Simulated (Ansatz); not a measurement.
# Telling isomers of BH8PSi2 apart by their spectra

These gas-phase data were calculated for one isomer of BH8PSi2 at B3LYP-D3(BJ)/def2-SVP (harmonic, unscaled wavenumbers; equilibrium rotational constants with average atomic masses):

| Property | Result |
| --- | --- |
| rotational constants | 4.892, 1.811, 1.434 GHz |
| all wavenumbers above 1500 cm⁻¹ | 2685, 2581, 2429, 2237, 2230, 2220, 2214, 2205 |

Candidates:

(1) `BP[SiH2][SiH3]`, a singlet
(2) `BP([SiH3])[SiH3]`, a singlet

Which structure fits?

Candidate (1). The band at 2429 cm⁻¹ lies where the P–H stretch is expected; (2) has no mode between 2250 and 2520 cm⁻¹.

The same quantities for all candidates:

```tsv
	rotational constants (GHz)	wavenumbers above 1500 cm⁻¹	E above the lowest, B3LYP-D3(BJ)/def2-SVP (kcal/mol)
(1)	4.892, 1.811, 1.434	2685, 2581, 2429, 2237, 2230, 2220, 2214, 2205	5.9
(2)	4.17, 2.107, 1.55	2680, 2575, 2244, 2243, 2234, 2230, 2221, 2216	0.0
```

Each candidate is one conformer. Programs: Ansatz 0.2.0.
